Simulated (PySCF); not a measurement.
# Molecular orbitals of BiN

PBE at R = 1.979 Å; Bi def2-SVP with ECP60, N def2-SVP; scalar-relativistic core potentials (PySCF 2.14). State: ¹Σ⁺ (singlet), closed shell. Only the outer orbitals are listed, counted within each symmetry, core potentials removing the inner ones.

```
orbital  occ.  ε (eV)  on Bi (%)  main shells (%)
     5σ     2  -18.07         38  58 N s, 32 Bi s
     6σ     2  -13.11         69  63 Bi s, 30 N s
     7σ     2   -6.25         35  58 N p, 31 Bi p
     3π     2   -6.24         46  54 N p, 45 Bi p
     3π     2   -6.24         46  54 N p, 45 Bi p
     4π     0   -3.36         57  55 Bi p, 43 N p
     4π     0   -3.36         57  55 Bi p, 43 N p
     8σ     0   -0.20         84  76 Bi p, 22 N p
```

Task: Which are the highest filled and the lowest empty level, where do they sit, and how wide is the gap?

Result: Highest filled 3π at -6.24 eV (in %: 54 N p, 45 Bi p); lowest empty 4π at -3.36 eV (in %: 55 Bi p, 43 N p); the gap at PBE is 2.88 eV.

- bond order (Mayer): 2.92
- ⟨S²⟩: 0.000
- charge on Bi (Mulliken, basis-dependent): 0.36
- charge on Bi (Löwdin, basis-dependent): 0.33
- dipole moment (positive dipole means Bi(−)N(+)): -3.58 D
- polarisability along the bond: 52.1 bohr³
- polarisability across the bond: 26.8 bohr³

These are scalar-relativistic numbers at best; spin–orbit coupling would shift them, the dissociation energy most.
